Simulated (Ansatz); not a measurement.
The Sn1–I3 bond of HISn (SMILES [SnH][I]) is stretched (multiplicity 1, the rest rigid).
Geometry at rest (charge 0, multiplicity 1):
```xyz
3

Sn     0.45233     0.91500     0.96540
H      0.73029     2.17687    -0.26341
I     -0.44050    -0.90428    -0.90578
```

Cores are frozen in the correlated methods. Filled d and f shells under p-block atoms count as core.

The values were computed with Ansatz (Gaussian basis) for Hartree–Fock, density functionals and correlated methods.  In def2 rows elements past Kr take small-core potentials, without spin–orbit coupling.

FIC-MRCISD+Q on CASSCF(6,4)/def2-TZVPP, total energies (hartree):

```tsv
R (Å)	CASSCF	MRCISD	weight c² of the reference
2.758	-510.646386	-510.863957	0.89018
4.827	-510.560481	-510.767762	0.89019
8.827	-510.554154	-510.759589	0.89125
```

Add the Davidson correction (E_MRCISD − E_CASSCF)(1 − c²)/c² and give the energies above the first point at the three levels.


Corrections (hartree): -0.026842, -0.025568, -0.025066. Above the first point (kcal/mol):
- R = 4.827 Å: CASSCF 53.9, MRCISD 60.4, with the correction 61.2
- R = 8.827 Å: CASSCF 57.9, MRCISD 65.5, with the correction 66.6

Doubts at one or more of the structures used: active orbitals that take no part (FIC-MRCISD+Q on CASSCF(6,4)/def2-TZVPP).

Ansatz is a program for electronic structure.
